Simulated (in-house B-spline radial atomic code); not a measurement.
Radial electron density of Mg9+, [He] 2s1. Computed with a B-spline radial code for spherical atoms: non-relativistic TPSSh, spin-polarised, spherical fractional occupations, point nucleus.

Columns: r (bohr), 4πr²n(r) (electrons per bohr), bar.

```
 0.00477   0.2781 #
 0.00555   0.3695 #
 0.00645   0.4885 ##
  0.0075    0.644 ##
 0.00871   0.8437 ###
  0.0101    1.097 ####
  0.0118    1.438 #####
  0.0137    1.852 ######
  0.0159    2.366 ########
  0.0185     3.01 ##########
  0.0215    3.783 #############
   0.025    4.704 ################
   0.029    5.752 ####################
  0.0337    6.941 ########################
  0.0392    8.233 ############################
  0.0455    9.542 ################################
  0.0529    10.81 #####################################
  0.0615     11.9 ########################################
  0.0715    12.67 ###########################################
  0.0831    12.97 ############################################
  0.0966    12.71 ###########################################
   0.112    11.84 ########################################
    0.13    10.39 ###################################
   0.152    8.436 #############################
   0.176    6.453 ######################
   0.205    4.552 ###############
   0.238     3.12 ###########
   0.277    2.245 ########
   0.322    1.927 #######
   0.374    1.962 #######
   0.434    2.078 #######
   0.505    2.051 #######
   0.587    1.782 ######
   0.682    1.318 ####
   0.792   0.8145 ###
   0.921   0.4103 #
    1.07   0.1658 #
    1.24  0.05287 
    1.45  0.01147 
    1.68 0.001934 
    1.95 0.000217
```

On this grid the curve has 2 maxima, near 0.0831, 0.434 bohr.

The 1s up radial function P(r) = rR(r), positive near the nucleus:

```tsv
r (bohr)	P
0.00167	0.1323
0.00225	0.177
0.00304	0.2369
0.00411	0.3162
0.00555	0.4197
0.0075	0.554
0.0101	0.7232
0.0137	0.9396
0.0185	1.198
0.025	1.498
0.0337	1.82
0.0455	2.136
0.0615	2.389
0.0831	2.503
0.112	2.404
0.152	2.048
0.205	1.496
0.277	0.8844
0.374	0.3962
0.505	0.1237
0.682	0.02317
```
